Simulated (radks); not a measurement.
Values are calculated unless marked as measured or tabulated.
Neutral technetium inside a hard spherical wall (all orbitals vanish at R), configuration held at [Kr] 4d5 5s2 and not refilled when levels cross. Code: a radial shooting solver on a logarithmic mesh with Libxc functionals. Model: scalar-relativistic Kohn-Sham, PBE, spin-polarised, spherical densities, finite nucleus; open shells are filled with parallel spins first (spin-orbit coupling, left out, can overturn this in heavy ions); Fermi nuclear charge, rms radius 4.4112 fm. Eigenvalues in eV for spin up, with the zero of energy where the potential of the charges vanishes at infinity; a dash marks a level that is unbound or too diffuse for the functional's potential to be trusted. A positive occupied level is held by the wall or, in an anion where self-interaction has pushed it up, behind a barrier. The pressure on the wall is -dE/dV.

R (bohr) = free: E (hartree) -4285.67833; kinetic (hartree) 4425.173; e(4s) -74.356; e(4p) -46.452; e(4d) -7.827; e(5s) -5.540; e(5p, empty) -1.623; e(6s, empty) -; pressure (GPa) 0
R (bohr) = 20: E (hartree) -4285.67833; kinetic (hartree) 4425.173; e(4s) -74.356; e(4p) -46.452; e(4d) -7.827; e(5s) -5.540; e(5p, empty) -1.623; e(6s, empty) -; pressure (GPa) < 0.0001
R (bohr) = 12: E (hartree) -4285.67826; kinetic (hartree) 4425.173; e(4s) -74.348; e(4p) -46.443; e(4d) -7.819; e(5s) -5.533; e(5p, empty) -1.595; e(6s, empty) 0.785; pressure (GPa) 0.00132
R (bohr) = 7: E (hartree) -4285.66099; kinetic (hartree) 4425.287; e(4s) -73.722; e(4p) -45.818; e(4d) -7.229; e(5s) -4.973; e(5p, empty) -0.489; e(6s, empty) 7.142; pressure (GPa) 0.904
R (bohr) = 6: E (hartree) -4285.62605; kinetic (hartree) 4425.471; e(4s) -72.966; e(4p) -45.070; e(4d) -6.538; e(5s) -4.193; e(5p, empty) 0.802; e(6s, empty) 12.486; pressure (GPa) 3.81
R (bohr) = 5: E (hartree) -4285.51318; kinetic (hartree) 4425.989; e(4s) -71.286; e(4p) -43.426; e(4d) -5.024; e(5s) -2.180; e(5p, empty) 3.826; e(6s, empty) 23.351; pressure (GPa) 18.4
R (bohr) = 2: E (hartree) -4269.72882; kinetic (hartree) 4479.753; e(4s) -20.296; e(4p) 8.890; e(4d) 56.061; e(5s) 138.10; e(5p, empty) 163.82; e(6s, empty) 385.97; pressure (GPa) 20500
R (bohr) = 1.5: E (hartree) -4232.21757; kinetic (hartree) 4586.943; e(4s) 52.836; e(4p) 89.459; e(4d) 149.69; e(5s) 372.85; e(5p, empty) 406.26; e(6s, empty) 856.52; pressure (GPa) 148000
